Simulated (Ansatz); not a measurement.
Ansatz (a program for electronic structure) job for SnI, SMILES [Sn+][I] (connectivity only; charge and spin as stated), charge +1, multiplicity 1, PBE-D3(BJ)/def2-TZVP. 

Ansatz 0.2 input:
```yaml
crystal:
  periodic: [false, false, false]
  atoms:
    - {symbol: Sn, position_ang: [0.00000000, 0.00000000, -1.34624825]}
    - {symbol: I, position_ang: [0.00000000, 0.00000000, 1.27004552]}
basis:
  gaussian:
    orbitals: def2-TZVP
hamiltonian:
  xc: pbe
  dispersion: d3bj
total_charge: 1
relax: {f_tol: 0.002, max_steps: 200}
```

Output:

```
WARN ansatz: RAYON_NUM_THREADS=1 ignored (pool sized by the plan → 1); use --threads N
Functional definition: PBE
integrals: 0.03 GiB planned
755 factors; their error is unknown
mean field: 0.23 GiB planned
mean field evaluation 1: about -13922.0689 eV, gradient 3.6e1 eV
mean field evaluation 2: about -13838.6848 eV, gradient 1.3e2 eV
mean field evaluation 4: about -13925.9463 eV, gradient 1.4e1 eV
mean field evaluation 8: about -13926.4510 eV, gradient 1.9e-1 eV
mean field evaluation 16: about -13926.4424 eV, gradient 2.1e-5 eV
mean field -13926.44240569 eV, -511.7873187275 hartree, gradient 1.1e-5 eV, S^2 0.000000; 0 other end points of the search recorded, 0 dependent functions left out
the calculation of the forces begins
reference -13926.44243825 eV, -511.7873199239 hartree; 23, 23 occupied and 77, 77 virtual orbitals, 755 factors
relax step   1: F+E_penalty+E_count = -13926.49110672 eV  Δ(F+E_penalty+E_count) = +0.000e0 eV  max|allowed force component| = 3.811e-2 eV/Å  Δτ_max = 0.0000 Å  (29 SCF iters, accepted)
these checks for a lower state are left out or cut short: starts, cluster_reference, orbital_swaps, neighbouring_geometries, increment
integrals: 0.03 GiB planned
755 factors; their error is unknown
mean field: 0.23 GiB planned
mean field -13926.44244253 eV, -511.7873200813 hartree, gradient 2.5e-5 eV, S^2 0.000000; 0 other end points of the search recorded, 0 dependent functions left out
the calculation of the forces begins
reference -13926.44247512 eV, -511.7873212788 hartree; 23, 23 occupied and 77, 77 virtual orbitals, 755 factors
relax step   2: F+E_penalty+E_count = -13926.49113116 eV  Δ(F+E_penalty+E_count) = -2.444e-5 eV  max|allowed force component| = 2.912e-2 eV/Å  Δτ_max = 0.0028 Å  (31 SCF iters, accepted)
these checks for a lower state are left out or cut short: starts, cluster_reference, orbital_swaps, neighbouring_geometries, increment
integrals: 0.03 GiB planned
755 factors; their error is unknown
mean field: 0.23 GiB planned
mean field evaluation 32: about -13926.4425 eV, gradient 2.5e-5 eV
mean field -13926.44247256 eV, -511.7873211848 hartree, gradient 2.5e-5 eV, S^2 0.000000; 0 other end points of the search recorded, 0 dependent functions left out
the calculation of the forces begins
reference -13926.44250513 eV, -511.7873223819 hartree; 23, 23 occupied and 77, 77 virtual orbitals, 755 factors
relax step   3: F+E_penalty+E_count = -13926.49116658 eV  Δ(F+E_penalty+E_count) = -3.542e-5 eV  max|allowed force component| = 1.708e-4 eV/Å  Δτ_max = 0.0012 Å  (31 SCF iters, accepted)
integrals: 0.03 GiB planned
755 factors; their error is unknown
mean field: 0.23 GiB planned
mean field -13926.44247256 eV, -511.7873211848 hartree, gradient 2.5e-5 eV, S^2 0.000000; 1 other end points of the search recorded, 0 dependent functions left out
the calculation of the forces begins
reference -13926.44250513 eV, -511.7873223819 hartree; 23, 23 occupied and 77, 77 virtual orbitals, 755 factors
Total energy: -13926.49119915 eV, -511.7891118541 hartree
Atom 0 at    -0.000000    -0.000000    -1.347829 Å, force    -0.000000     0.000000     0.000171 eV/Å
Atom 1 at     0.000000     0.000000     1.271626 Å, force     0.000000    -0.000000    -0.000171 eV/Å
Dipole moment:    -0.000000    -0.000000    -0.794810 e Å
```

Self-consistency was reached.
